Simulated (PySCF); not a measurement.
In(OAc)(OH)2, SMILES CC(=O)[O][In]([OH])[OH] (C2H5InO4) at its B3LYP/def2-SVP optimised geometry (Å):

```
12

In    -2.1621    -1.5213     0.0000
O      0.0740    -1.5213     0.0000
C      0.0942    -0.2498     0.0157
C      1.4067     0.4807     0.0827
O     -1.0009     0.3941     0.0000
H      1.2903     1.5213    -0.2435
H      2.1621    -0.0418    -0.5194
H      1.7513     0.4737     1.1296
O     -2.9195    -1.9298     1.8008
H     -3.7594    -2.4048     1.7192
O     -3.0337    -2.0239    -1.7306
H     -2.5033    -1.7481    -2.4916
```

Computed with B3LYP/def2-TZVP, def2 effective core potentials past Kr run with PySCF 2.14.0. The core electrons that the potentials of In replace are not part of the density. Cells within 0.4 Å of a nucleus heavier than hydrogen are left out (blank, or x).

Map of the log10 of the electron density (e/bohr³), floored at −4 on the plane z = 0.0 Å:

```
|0000000000000000000000000000000|
|0000000000000000000000000000000|
|0000000000000000000000000000000|
|0000000000000000000000000000000|
|0000000000000000000000000000000|
|0000000000000000011111000000000|
|0000000000000000122222210000000|
|0000000000111111233443321000000|
|0000000011222222345554432100000|
|0000000123334333456665432100000|
|0000001234455544456776543210000|
|0000001245666654567776643210000|
|0000012346788765567777654321000|
|00001123568xx876677xx7765321000|
|00011234568xx877777xx7765431000|
|001123445678888xx77777765431000|
|01123445566777xxx77666665421000|
|012345666666667x876555554321000|
|1234567888766678876544443210000|
|1234578xx986678xx76543332110000|
|1234579xxx8667xxx86543211000000|
|1234579xx986678xx76532110000000|
|1234567898765677765432100000000|
|1233456776555566654321000000000|
|1123445555444444443321000000000|
|0122334444333333332210000000000|
|0012223332222222211000000000000|
|0001112221110000000000000000000|
|0000011110000000000000000000000|
|0000000000000000000000000000000|
|0000000000000000000000000000000|
```
Scale: ten equal steps from -4.00 (start of '0') to 0.360 (end of '9'), in the order '0123456789'; x runs from -4.50 to 4.50, y from -4.50 (bottom) to 4.50 (top).
